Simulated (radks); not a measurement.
Results of a calculation; reference values are marked as such.
These are the eigenvalues of the occupied orbitals of an atom or ion with whole-number occupations (hartree). Code: a radial shooting solver on a logarithmic mesh with Libxc functionals. Model: scalar-relativistic Kohn-Sham, LDA (Slater exchange, VWN5 correlation), spin-unpolarised, spherical densities, finite nucleus; Fermi nuclear charge, rms radius of each element as measured or else 0.836 A^(1/3) + 0.57 fm.

| orbital | eigenvalue |
|---|---|
| 1s | -1715.194 |
| 2s | -281.7306 |
| 2p | -251.6391 |
| 3s | -63.02285 |
| 3p | -53.61211 |
| 3d | -40.83107 |
| 4s | -13.83178 |
| 4p | -10.73131 |
| 4d | -6.37522 |
| 5s | -3.04709 |
| 5p | -2.23369 |
| 4f | -1.67817 |
| 6p | -0.78438 |

Which element is it, and in what charge state? The configuration may be excited.

Answer. Z = 62, samarium, charge +3: Sm3+ in [Kr] 4d10 4f5 5s2 5p4 6p2. The list shows which subshells hold electrons but not how many an open one holds; the 1s level, -1715.2 hartree, gives Z - s = 58.6 by -(Z - s)^2/2, which with screening and relativity narrows Z to a few neighbours, and the depths of the outer levels then fix element, charge and occupations together.
